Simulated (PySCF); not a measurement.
Br₄Se, SMILES Br[Se-](Br)(Br)Br, charge -1, multiplicity 2. Atoms are numbered in the order given.

```xyz
5

Se     0.0000     0.0000     0.1893
Br     0.0000     2.5894     0.1101
Br     0.0000    -2.5894     0.1101
Br    -2.5441     0.0000    -0.2021
Br     2.5441     0.0000    -0.2021
```
Charge -1, spin multiplicity 2.

Geometry optimised at B3LYP-D3(BJ)/def2-SVPD.

These are PBE/def2-SVPD (PySCF) values and carry that method's errors.

| Quantity | Result |
|---|---|
| total energy | -12694.92528 hartree |
| point group | C2v |
| α spin, highest occupied and lowest empty level | -2.35 and 0.20 eV |
| β spin, highest occupied and lowest empty level | -2.50 and -1.81 eV |
| dipole moment about the centre of nuclear charge | 0.28 D |
| mean static polarisability | 188.9 bohr³ (28.00 Å³) |
| polarisability, principal values | 100.8, 230.2, 235.8 bohr³ |
| ⟨S²⟩ | 0.751 (pure state 0.75) |
